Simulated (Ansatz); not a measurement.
`F[Si](F)(F)S[Si](F)(F)F` + H₂S → `F[Si](F)(F)S` + `F[Si](F)(F)S`  (ligand exchange at the Si–S bond)

Computed with Ansatz on PBE0-D4/def2-TZVP structures; ΔE is electronic, products minus reactants. CCSD(T)/CBS is the MP2 limit (def2-TZVPP, def2-QZVPP) plus CCSD(T) − MP2 in def2-TZVPP, frozen cores. This one scheme is used for every species. Functionals use def2-TZVPP. One conformer a species, not always the lowest.

Q: Is it downhill or uphill in electronic energy at CCSD(T)/CBS, and by how much? (Estimate.)

A: The calculation gave: Downhill: ΔE = -0.04 eV.

Q: What do these levels give: B2PLYP, HF/def2-SVP, MP2/def2-SVP, HF/def2-TZVPP, SCS-MP2/def2-TZVPP, CCSD/def2-TZVPP? (Best estimate.)

A: Ansatz gave: B2PLYP -0.08, HF/def2-SVP -0.11, MP2/def2-SVP -0.04, HF/def2-TZVPP -0.10, SCS-MP2/def2-TZVPP -0.05, CCSD/def2-TZVPP -0.06 eV.

Largest T1 diagnostic among the species: 0.012.

Leaving LDA and LC-ωPBE aside and taking each functional with its dispersion term where it has one, the values, not all of them listed here, spread over 0.09 eV, from B2PLYP to revPBE-D4. The D4 term adds +0.10 eV with B3LYP and +0.06 eV with PBE0; it sums over pairs of atoms, weighted by their polarisabilities, and B3LYP, whose exchange is more repulsive, gets the larger term.

B3LYP here is the variant with VWN-RPA as its local correlation; programs differ in this.
